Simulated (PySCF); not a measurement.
A calculated (PBE, PySCF 2.14, cc-pVDZ-DK, scalar relativity by spin-free X2C-1e) atom or ion has these occupied shells.

```
shell  electrons  orbital energy (eV)  rms radius, mean of both spins (bohr)
 1s α          1              -514.27                                  0.231
 1s β          1              -513.01                                  0.231
 2s α          1              -24.548                                   1.26
 2s β          1              -20.955                                   1.26
 2p α          3               -9.423                                   1.38
 2p β          1               -6.714                                   1.38
```

(1) Name the element and its charge.

## Answers

(1) O (oxygen, neutral), in [He] 2s2 2p4, high-spin 3P determinant.
